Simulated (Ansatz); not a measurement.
Harmonic vibrations of C2H6BFO2 by finite differences.

```yaml
crystal:
  periodic: [false, false, false]
  atoms:
    - {symbol: B, position_ang: [-0.389595, -1.785047, -0.247658]}
    - {symbol: C, position_ang: [-0.433582, -0.177227, -0.301611]}
    - {symbol: O, position_ang: [-0.157810, -1.764181, 1.226537]}
    - {symbol: F, position_ang: [-1.485433, 0.465575, 0.124805]}
    - {symbol: O, position_ang: [0.571001, 0.583817, -0.489713]}
    - {symbol: C, position_ang: [0.527307, 1.979355, -0.116602]}
    - {symbol: H, position_ang: [-1.470929, -2.234035, -0.546314]}
    - {symbol: H, position_ang: [0.535179, -2.194429, -0.914907]}
    - {symbol: H, position_ang: [0.781374, -1.853751, 1.398144]}
    - {symbol: H, position_ang: [1.512480, 2.365123, -0.359190]}
    - {symbol: H, position_ang: [-0.241285, 2.494301, -0.689891]}
    - {symbol: H, position_ang: [0.328192, 2.065399, 0.950400]}
basis:
  gaussian: {orbitals: def2-TZVP}
hamiltonian: {xc: pbe0, dispersion: d4}
phonons: {temperatures: {t_min: 298.15, t_max: 900, t_step: 200}}
```

```sh
$ ansatz run in.yaml --threads 4 --pin off --events-out ev --progress --plain --max-ram 10444MiB
```

Shortened log:

```
Functional definition: PBE0
  name "PBE0"
  cite "Adamo & Barone, J. Chem. Phys. 110, 6158 (1999) doi:10.1063/1.478522"
  cite "Perdew, Burke & Ernzerhof, Phys. Rev. Lett. 77, 3865 (1996) doi:10.1103/PhysRevLett.77.3865"
  parent pbe
  parameter a = 0.25
  parameter kappa = 0.804
  parameter beta = 0.06672455060314922
  exchange = (1 - a)*pbe_x(kappa = kappa, mu = beta*pi^2/3) + a*exact_x
  correlation = pbe_c(beta = beta)
mean field -9651.55088745 eV, -354.6879530575 hartree, gradient 1.1e-5 eV, S^2 0.000000; 0 other end points of the search recorded, 0 dependent functions left out
the calculation of the forces begins
these checks for a lower state are left out or cut short: stability, starts, cluster_reference, orbital_swaps, neighbouring_geometries, increment
mean field -9651.55075511 eV, -354.6879481943 hartree, gradient 1.3e-6 eV, S^2 0.000000; 0 other end points of the search recorded, 0 dependent functions left out
the calculation of the forces begins
these checks for a lower state are left out or cut short: stability, starts, cluster_reference, orbital_swaps, neighbouring_geometries, increment
mean field -9651.55076031 eV, -354.6879483854 hartree, gradient 1.3e-6 eV, S^2 0.000000; 0 other end points of the search recorded, 0 dependent functions left out
the calculation of the forces begins
these checks for a lower state are left out or cut short: stability, starts, cluster_reference, orbital_swaps, neighbouring_geometries, increment
mean field -9651.55076923 eV, -354.6879487132 hartree, gradient 1.3e-6 eV, S^2 0.000000; 0 other end points of the search recorded, 0 dependent functions left out
the calculation of the forces begins
these checks for a lower state are left out or cut short: stability, starts, cluster_reference, orbital_swaps, neighbouring_geometries, increment
mean field -9651.55082583 eV, -354.6879507931 hartree, gradient 1.3e-6 eV, S^2 0.000000; 0 other end points of the search recorded, 0 dependent functions left out
the calculation of the forces begins
these checks for a lower state are left out or cut short: stability, starts, cluster_reference, orbital_swaps, neighbouring_geometries, increment
mean field -9651.55079279 eV, -354.6879495789 hartree, gradient 1.3e-6 eV, S^2 0.000000; 0 other end points of the search recorded, 0 dependent functions left out
the calculation of the forces begins
these checks for a lower state are left out or cut short: stability, starts, cluster_reference, orbital_swaps, neighbouring_geometries, increment
mean field -9651.55079894 eV, -354.6879498049 hartree, gradient 1.3e-6 eV, S^2 0.000000; 0 other end points of the search recorded, 0 dependent functions left out
the calculation of the forces begins
these checks for a lower state are left out or cut short: stability, starts, cluster_reference, orbital_swaps, neighbouring_geometries, increment
mean field -9651.55070655 eV, -354.6879464097 hartree, gradient 1.3e-6 eV, S^2 0.000000; 0 other end points of the search recorded, 0 dependent functions left out
the calculation of the forces begins
these checks for a lower state are left out or cut short: stability, starts, cluster_reference, orbital_swaps, neighbouring_geometries, increment
mean field -9651.55071311 eV, -354.6879466509 hartree, gradient 1.3e-6 eV, S^2 0.000000; 0 other end points of the search recorded, 0 dependent functions left out
[...]
the calculation of the forces begins
these checks for a lower state are left out or cut short: stability, starts, cluster_reference, orbital_swaps, neighbouring_geometries, increment
mean field -9651.55082694 eV, -354.6879508340 hartree, gradient 1.3e-6 eV, S^2 0.000000; 0 other end points of the search recorded, 0 dependent functions left out
the calculation of the forces begins
these checks for a lower state are left out or cut short: stability, starts, cluster_reference, orbital_swaps, neighbouring_geometries, increment
mean field -9651.55085634 eV, -354.6879519142 hartree, gradient 1.3e-6 eV, S^2 0.000000; 0 other end points of the search recorded, 0 dependent functions left out
the calculation of the forces begins
these checks for a lower state are left out or cut short: stability, starts, cluster_reference, orbital_swaps, neighbouring_geometries, increment
mean field -9651.55084494 eV, -354.6879514954 hartree, gradient 1.3e-6 eV, S^2 0.000000; 0 other end points of the search recorded, 0 dependent functions left out
the calculation of the forces begins
these checks for a lower state are left out or cut short: stability, starts, cluster_reference, orbital_swaps, neighbouring_geometries, increment
mean field -9651.55084557 eV, -354.6879515185 hartree, gradient 1.3e-6 eV, S^2 0.000000; 0 other end points of the search recorded, 0 dependent functions left out
the calculation of the forces begins
these checks for a lower state are left out or cut short: stability, starts, cluster_reference, orbital_swaps, neighbouring_geometries, increment
mean field -9651.55084801 eV, -354.6879516081 hartree, gradient 1.3e-6 eV, S^2 0.000000; 0 other end points of the search recorded, 0 dependent functions left out
the calculation of the forces begins
these checks for a lower state are left out or cut short: stability, starts, cluster_reference, orbital_swaps, neighbouring_geometries, increment
mean field -9651.55087252 eV, -354.6879525089 hartree, gradient 1.3e-6 eV, S^2 0.000000; 0 other end points of the search recorded, 0 dependent functions left out
the calculation of the forces begins
these checks for a lower state are left out or cut short: stability, starts, cluster_reference, orbital_swaps, neighbouring_geometries, increment
mean field -9651.55086814 eV, -354.6879523480 hartree, gradient 1.3e-6 eV, S^2 0.000000; 0 other end points of the search recorded, 0 dependent functions left out
the calculation of the forces begins
these checks for a lower state are left out or cut short: stability, starts, cluster_reference, orbital_swaps, neighbouring_geometries, increment
mean field -9651.55087553 eV, -354.6879526194 hartree, gradient 1.3e-6 eV, S^2 0.000000; 0 other end points of the search recorded, 0 dependent functions left out
the calculation of the forces begins
these checks for a lower state are left out or cut short: stability, starts, cluster_reference, orbital_swaps, neighbouring_geometries, increment
mean field -9651.55086307 eV, -354.6879521615 hartree, gradient 1.3e-6 eV, S^2 0.000000; 0 other end points of the search recorded, 0 dependent functions left out
the calculation of the forces begins
these checks for a lower state are left out or cut short: stability, starts, cluster_reference, orbital_swaps, neighbouring_geometries, increment
mean field -9651.55078739 eV, -354.6879493805 hartree, gradient 1.3e-6 eV, S^2 0.000000; 0 other end points of the search recorded, 0 dependent functions left out
the calculation of the forces begins
these checks for a lower state are left out or cut short: stability, starts, cluster_reference, orbital_swaps, neighbouring_geometries, increment
mean field -9651.55078188 eV, -354.6879491782 hartree, gradient 1.3e-6 eV, S^2 0.000000; 0 other end points of the search recorded, 0 dependent functions left out
the calculation of the forces begins
Total energy: -9651.71880345 eV, -354.6941238570 hartree
Atom 0 at    -0.389595    -1.785047    -0.247658 Å, force     0.000542    -0.000651     0.001597 eV/Å
Atom 1 at    -0.433582    -0.177227    -0.301611 Å, force     0.000153     0.001585    -0.000706 eV/Å
Atom 2 at    -0.157810    -1.764181     1.226537 Å, force    -0.000690     0.000039    -0.001006 eV/Å
Atom 3 at    -1.485433     0.465575     0.124805 Å, force     0.000691    -0.000573    -0.000384 eV/Å
Atom 4 at     0.571001     0.583817    -0.489713 Å, force    -0.000774    -0.001295     0.001393 eV/Å
Atom 5 at     0.527307     1.979355    -0.116602 Å, force    -0.000158    -0.000802    -0.000894 eV/Å
Atom 6 at    -1.470929    -2.234035    -0.546314 Å, force    -0.000471     0.000651    -0.000117 eV/Å
Atom 7 at     0.535179    -2.194429    -0.914907 Å, force     0.000271     0.000337    -0.000260 eV/Å
Atom 8 at     0.781374    -1.853751     1.398144 Å, force     0.000572    -0.000016     0.000039 eV/Å
Atom 9 at     1.512480     2.365123    -0.359190 Å, force     0.000538     0.000284    -0.000338 eV/Å
Atom 10 at    -0.241285     2.494301    -0.689891 Å, force    -0.000726     0.000508    -0.000194 eV/Å
Atom 11 at     0.328192     2.065399     0.950400 Å, force     0.000051    -0.000066     0.000870 eV/Å
Dipole moment:     0.453633     1.225792    -0.048705 e Å
Vibrations: 65.34 119.67 147.67 228.05 254.20 346.00 410.74 544.76 692.96 806.66 809.81 902.69 924.89 988.40 1098.54 1139.94 1164.09 1193.67 1198.02 1297.43 1418.15 1481.03 1488.93 1540.87 2474.13 2529.67 3088.77 3182.64 3210.10 3894.73 cm⁻¹, zero-point energy 2.395533 eV
```

It took 3.1 min on 4 threads of an Arm Neoverse V2 on a shared host, with 0.58 GiB of host memory at the peak.
